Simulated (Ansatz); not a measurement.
A structure relaxed at PBE-D4/def2-SVP in Ansatz, charge 0, singlet:

```
atom   x (Å)   y (Å)   z (Å)
 Na1   0.889  -4.073  -0.820
 Cl2   1.763  -1.715  -0.046
 Na3   2.014   0.847   0.643
 Cl4   2.685   3.313   1.399
 Cl5  -1.176  -4.258   0.791
 Na6  -0.633  -1.712   1.362
 Cl7  -0.181   0.723   2.344
 Na8   0.397   3.268   2.687
 Cl9  -0.361  -3.316  -3.002
Na10   0.113  -0.850  -2.110
Cl11   0.674   1.711  -1.634
Na12   1.092   4.070  -0.546
Na13  -2.377  -3.265  -1.321
Cl14  -2.257  -0.719  -0.663
Na15  -1.494   1.715   0.105
Cl16  -1.148   4.262   0.811
```

(1) Give its formula and point group.

(2) Summarise the bond lengths by kind (pairs closer than 1.2 times the sum of covalent radii, bridged metal pairs left out).

## Answers

(1) Na₈Cl₈ (started as a model of: 2x2x4 NaCl rock-salt block). Point group D2d (tolerance 0.1 Å).

(2) 28 × Cl–Na 2.63 to 2.78 Å.
